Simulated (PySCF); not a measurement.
## How methods differ on the ionisation energy of Fe⁺

Fe⁺ [Ar] 3d6 4s1 (6D) → Fe²⁺ [Ar] 3d6 (5D), as a difference of total energies. Computed with PySCF 2.14 in cc-pVDZ, with no relativity, point nucleus. Correlated levels: valence: [Ar] frozen. The calculations carry no spin-orbit coupling.

```tsv
method	ionisation energy (eV)
UHF	15.147
B3LYP	16.449
M06-2X	15.850
MP2 (valence)	15.643
SCS-MP2 (valence)	15.430
```

Problem. How much does correlation contribute at MP2 (valence)?

Solution. 15.643 − (15.147) = 0.496 eV, measured against UHF.

These non-relativistic numbers lack the scalar-relativistic shift.

The reference lies between the lowest fine-structure levels, while these numbers refer to the centres of the terms.

Errors of the correlated levels include the incompleteness of this basis and the frozen core.

For comparison: 16.199 eV (measured; NIST Atomic Spectra Database, ionization energies).
